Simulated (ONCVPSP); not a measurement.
# Building the ONCV potential for Bi (LDA (Perdew-Zunger), scalar-relativistic).

- Element: bismuth (Bi)
- Generator: ONCVPSP 4.0.1
- Type: optimised norm-conserving Vanderbilt (ONCV)
- Functional: LDA (Perdew-Zunger)
- Relativity: scalar-relativistic
- Frozen core: [Kr] 4d10 4f14
- Valence charge: 23
- Reference configuration: 5s2 5p6 5d10 6s2 6p2.75 (charge +0.25)
- Partial waves: 5s+6s: rc 1.55 bohr, ncon 4, nbas 8, qcut 7.6 1/bohr, 3 projectors, debl 2.3 Ha; 5p+6p: rc 1.45 bohr, ncon 4, nbas 9, qcut 11.4 1/bohr, 2 projectors; 5d: rc 1.65 bohr, ncon 4, nbas 9, qcut 11.2 1/bohr, 2 projectors, debl 1.8 Ha
- Local potential: polynomial inside 1.15 bohr (lpopt 1, dvloc0 1 Ha)
- Core correction: Teter function, fcfact 1.75, rcfact 1.35

All-electron outer shells of the reference configuration (LDA (Perdew-Zunger), scalar-relativistic, ld1.x):

| shell | level (eV) | outermost node (bohr) | outermost maximum (bohr) |
| --- | --- | --- | --- |
| 4d | -431.81 | 0.19 | 0.38 |
| 5s | -159.93 | 0.44 | 0.77 |
| 4f | -154.86 | – | 0.34 |
| 5p | -97.86 | 0.48 | 0.86 |
| 5d | -29.08 | 0.51 | 1.03 |
| 6s | -16.57 | 0.98 | 1.86 |
| 6p | -6.41 | 1.14 | 2.41 |

Calculated quality:

- Cutoffs needed: 39 Ha and 47 Ha (the cutoffs (Ha) at which the residual kinetic energy of the hardest occupied pseudo-wave falls to 1 and 0.1 mHa per electron)
- Ghost test: no bound ghost flagged; GHOST(+) flagged for s at 555.7 eV
- Largest excitation error: -17 meV (all-electron minus pseudo) for 5s2 5p6 5d10 6s0 6p5, out of 4 test configurations
- rms error of d²Exc/dni dnj: 6.76 mHa without and 2.74 mHa with the model core

Generation and tests took about 6.7 s on one core of a shared server CPU.
